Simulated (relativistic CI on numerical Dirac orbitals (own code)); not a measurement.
# Ag³⁺: L2,3 absorption edge

Computed with this model: Dirac-Coulomb-Breit CI, KLI orbitals optimised for each configuration, model QED (radiative potential, 1s self-energy scaled to tabulated hydrogen-like ionisation energies), valence Slater integrals scaled by 0.8, multiplet model of core-to-valence dipole absorption; configurations [Kr] 4d8 → [He] 2s2 2p5 3s2 3p6 3d10 4s2 4p6 4d9; 300 K; Lorentzian 1.6 eV and Gaussian 0.5 eV FWHM. Energies are those of the free ion, without screening or charge transfer. The branching ratio is the share of the lower-energy edge in the whole absorption, uncertain by about 0.02 where the edges overlap. S is read from ⟨S²⟩ = S(S + 1).

Field parameters in Wybourne normalisation: D3d B²₀ = −7Dσ, B⁴₀ = −14Dq − 21Dτ, B⁴₃ = −14√(10/7) Dq. The field is a parameter set, without covalency.

free ion: ground-state S = 0.99, centroid 3359.99 eV, branching ratio 0.951. Peaks (eV, height): 3351.5 (100).

D3d, 10Dq = 20250, Dσ = -1200, Dτ = 150 cm⁻¹: ground-state S = 1.00, centroid 3394.98 eV, branching ratio 0.757. Peaks (eV, height): 3353.0 (100), 3526.2 (33).

The statistical ratio of this edge is 2/3 = 0.667. Values above it arise where the holes sit mainly in the j = l + 1/2 valence subshell or the ground state has high spin; values below it where core-valence Coulomb terms move weight to the upper edge, as in nearly empty shells. At deep edges of heavy elements the radial integrals of the two core levels differ, which raises the baseline.

Strongest unbroadened transitions for D3d, 10Dq = 20250, Dσ = -1200, Dτ = 150 cm⁻¹:

| Energy (eV) | Relative strength |
| --- | --- |
| 3352.72 | 6.0 |
| 3352.73 | 20.0 |
| 3352.75 | 53.5 |
| 3352.78 | 6.3 |
| 3352.79 | 80.8 |
| 3352.85 | 55.7 |
| 3352.88 | 69.7 |
| 3352.91 | 100.0 |
| 3352.94 | 75.3 |
| 3353.65 | 35.3 |
| 3353.66 | 18.9 |
| 3355.09 | 1.1 |
| 3355.10 | 0.7 |
| 3525.97 | 54.1 |
| 3526.01 | 4.2 |
| 3526.02 | 27.1 |
| 3526.27 | 51.3 |
| 3526.33 | 31.0 |
